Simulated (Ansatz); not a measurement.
CH$_{5}$F$_{2}$NSi (SMILES C[Si](N)(F)F), singlet, geometry from GFN2-xTB; CAM-B3LYP/def2-SV(P) in Ansatz (a first-principles code).

Ansatz was given this input:
Ansatz 0.2 input:
```yaml
crystal:
  periodic: [false, false, false]
  atoms:
    - {symbol: C, position_ang: [1.61721168, 0.64663243, -0.68987227]}
    - {symbol: Si, position_ang: [-0.01635258, 0.00695866, 0.00352077]}
    - {symbol: N, position_ang: [-1.35569654, 1.04933896, 0.18797727]}
    - {symbol: F, position_ang: [0.23755206, -0.64397478, 1.44447717]}
    - {symbol: F, position_ang: [-0.52916263, -1.21735628, -0.89245031]}
    - {symbol: H, position_ang: [1.49551327, 1.05588174, -1.68882236]}
    - {symbol: H, position_ang: [2.03860648, 1.42866447, -0.06447928]}
    - {symbol: H, position_ang: [2.35220071, -0.15136864, -0.75254678]}
    - {symbol: H, position_ang: [-1.87209596, 1.36495963, -0.61423023]}
    - {symbol: H, position_ang: [-1.37418732, 1.73125378, 0.92593892]}
basis:
  gaussian:
    orbitals: def2-SV_P_.json
hamiltonian:
  xc: cam_b3lyp
```
The basis file holds def2-SV(P) in the JSON format of the Basis Set Exchange.

Output, abridged:

```
Functional definition: CAM-B3LYP
862 factors; integrals over basis functions are off by at most 6.6e-4 eV
291 factors; integrals over basis functions are off by at most 5.0e-6 eV
mean field evaluation 1: about -15904.8033 eV, gradient 6.6e1 eV
mean field evaluation 2: about -15904.9208 eV, gradient 6.6e1 eV
mean field evaluation 4: about -15912.8417 eV, gradient 1.4e0 eV
mean field evaluation 8: about -15912.9405 eV, gradient 1.5e-2 eV
mean field -15912.94049113 eV, -584.7897768707 hartree, gradient 5.7e-5 eV, S^2 0.000000; 0 other end points of the search recorded, 0 dependent functions left out
reference -15912.94059901 eV, -584.7897808352 hartree; 25, 25 occupied and 59, 59 virtual orbitals, 862 factors
Total energy: -15912.94059901 eV, -584.7897808352 hartree
```
